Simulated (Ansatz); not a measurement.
C₂H₁₀ClNOSi₂, SMILES `CN(C)[SiH](Cl)O[SiH3]` at its PBE0-D4/def2-TZVP geometry, where that method's forces vanish. Charge 0, multiplicity 1.

```xyz
17

C    -1.2565   -2.1754    0.1274
N    -0.6804   -0.8600    0.2766
C    -0.5368   -0.4313    1.6481
Si    0.2020   -0.1629   -0.9869
Cl    2.1803   -0.7892   -1.0628
O     0.2486    1.4461   -0.7925
Si    1.2835    2.7227   -0.8122
H    -0.6442   -2.9533    0.6037
H    -2.2549   -2.2090    0.5790
H    -1.3605   -2.4300   -0.9299
H    -1.5130   -0.4203    2.1467
H     0.1267   -1.0939    2.2205
H    -0.1296    0.5798    1.6913
H    -0.4021   -0.5640   -2.2704
H     2.1703    2.6758    0.3776
H     2.1065    2.7102   -2.0470
H     0.4598    3.9547   -0.7693
```

**Question.** What forces (eV/Å) does r2SCAN-D4/def2-TZVPP give on these atoms in the Gaussian-basis code of Ansatz? (An estimate is asked.)

**Answer.** Computed: 
```
C1  -0.094 -0.214 -0.029
N2   0.008  0.134 -0.180
C3   0.022  0.069  0.213
Si4 -0.038 -0.023 -0.081
Cl5  0.092 -0.028 -0.002
O6  -0.040  0.038  0.013
Si7  0.031  0.046  0.000
H8   0.002 -0.004  0.010
H9   0.004  0.000  0.006
H10  0.003  0.003  0.022
H11  0.002 -0.006 -0.001
H12  0.000 -0.008  0.004
H13 -0.001 -0.010 -0.005
H14  0.004  0.010  0.032
H15 -0.012  0.008 -0.026
H16 -0.013  0.009  0.027
H17  0.029 -0.024 -0.002
```
